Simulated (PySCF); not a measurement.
SMILES c1c(cccc1)-c1ccc[se]1, GFN2-xTB optimised geometry.

```
19

C      2.08    -2.76    -0.01
C      2.56    -1.48    -0.25
C      1.70    -0.40    -0.24
C      0.33    -0.57     0.00
C     -0.56     0.57     0.00
C     -1.93     0.57     0.00
C     -2.54     1.84     0.00
C     -1.68     2.89     0.00
Se     0.09     2.34     0.00
C     -0.14    -1.86     0.25
C      0.73    -2.94     0.24
H      2.75    -3.60    -0.01
H      3.61    -1.33    -0.44
H      2.08     0.59    -0.43
H     -2.52    -0.33    -0.01
H     -3.61     1.97    -0.01
H     -1.93     3.93     0.00
H     -1.18    -2.03     0.46
H      0.34    -3.93     0.43
```

Density from PBE/def2-SVP (PySCF) at that geometry.

Minimum of the electron density along straight lines between bonded atoms, close to the bond critical point (lines longer than 1.1 times the sum of covalent radii, or with two minima, are not listed):

```json
[
 {"bond": "C1–C2", "length / Å": "1.386", "ρ at the minimum / e bohr⁻³": "0.308", "∇²ρ there / e bohr⁻⁵": "-0.76", "position (fraction from the first atom)": "0.50"},
 {"bond": "C2–C3", "length / Å": "1.380", "ρ at the minimum / e bohr⁻³": "0.311", "∇²ρ there / e bohr⁻⁵": "-0.77", "position (fraction from the first atom)": "0.50"},
 {"bond": "C3–C4", "length / Å": "1.396", "ρ at the minimum / e bohr⁻³": "0.303", "∇²ρ there / e bohr⁻⁵": "-0.74", "position (fraction from the first atom)": "0.50"},
 {"bond": "C4–C5", "length / Å": "1.451", "ρ at the minimum / e bohr⁻³": "0.273", "∇²ρ there / e bohr⁻⁵": "-0.63", "position (fraction from the first atom)": "0.49"},
 {"bond": "C5–C6", "length / Å": "1.369", "ρ at the minimum / e bohr⁻³": "0.315", "∇²ρ there / e bohr⁻⁵": "-0.76", "position (fraction from the first atom)": "0.51"},
 {"bond": "C6–C7", "length / Å": "1.412", "ρ at the minimum / e bohr⁻³": "0.293", "∇²ρ there / e bohr⁻⁵": "-0.70", "position (fraction from the first atom)": "0.50"},
 {"bond": "C7–C8", "length / Å": "1.357", "ρ at the minimum / e bohr⁻³": "0.320", "∇²ρ there / e bohr⁻⁵": "-0.78", "position (fraction from the first atom)": "0.49"},
 {"bond": "C5–Se9", "length / Å": "1.886", "ρ at the minimum / e bohr⁻³": "0.164", "∇²ρ there / e bohr⁻⁵": "-0.17", "position (fraction from the first atom)": "0.48"},
 {"bond": "C8–Se9", "length / Å": "1.850", "ρ at the minimum / e bohr⁻³": "0.173", "∇²ρ there / e bohr⁻⁵": "-0.19", "position (fraction from the first atom)": "0.49"},
 {"bond": "C4–C10", "length / Å": "1.397", "ρ at the minimum / e bohr⁻³": "0.302", "∇²ρ there / e bohr⁻⁵": "-0.73", "position (fraction from the first atom)": "0.50"},
 {"bond": "C1–C11", "length / Å": "1.385", "ρ at the minimum / e bohr⁻³": "0.309", "∇²ρ there / e bohr⁻⁵": "-0.77", "position (fraction from the first atom)": "0.50"},
 {"bond": "C10–C11", "length / Å": "1.381", "ρ at the minimum / e bohr⁻³": "0.310", "∇²ρ there / e bohr⁻⁵": "-0.77", "position (fraction from the first atom)": "0.50"},
 {"bond": "C1–H12", "length / Å": "1.080", "ρ at the minimum / e bohr⁻³": "0.281", "∇²ρ there / e bohr⁻⁵": "-1.05", "position (fraction from the first atom)": "0.63"},
 {"bond": "C2–H13", "length / Å": "1.080", "ρ at the minimum / e bohr⁻³": "0.281", "∇²ρ there / e bohr⁻⁵": "-1.05", "position (fraction from the first atom)": "0.63"},
 {"bond": "C3–H14", "length / Å": "1.085", "ρ at the minimum / e bohr⁻³": "0.278", "∇²ρ there / e bohr⁻⁵": "-1.02", "position (fraction from the first atom)": "0.63"},
 {"bond": "C6–H15", "length / Å": "1.077", "ρ at the minimum / e bohr⁻³": "0.280", "∇²ρ there / e bohr⁻⁵": "-1.05", "position (fraction from the first atom)": "0.63"},
 {"bond": "C7–H16", "length / Å": "1.077", "ρ at the minimum / e bohr⁻³": "0.281", "∇²ρ there / e bohr⁻⁵": "-1.05", "position (fraction from the first atom)": "0.63"},
 {"bond": "C8–H17", "length / Å": "1.075", "ρ at the minimum / e bohr⁻³": "0.281", "∇²ρ there / e bohr⁻⁵": "-1.07", "position (fraction from the first atom)": "0.64"},
 {"bond": "C10–H18", "length / Å": "1.079", "ρ at the minimum / e bohr⁻³": "0.282", "∇²ρ there / e bohr⁻⁵": "-1.05", "position (fraction from the first atom)": "0.63"},
 {"bond": "C11–H19", "length / Å": "1.080", "ρ at the minimum / e bohr⁻³": "0.281", "∇²ρ there / e bohr⁻⁵": "-1.05", "position (fraction from the first atom)": "0.63"}
]
```
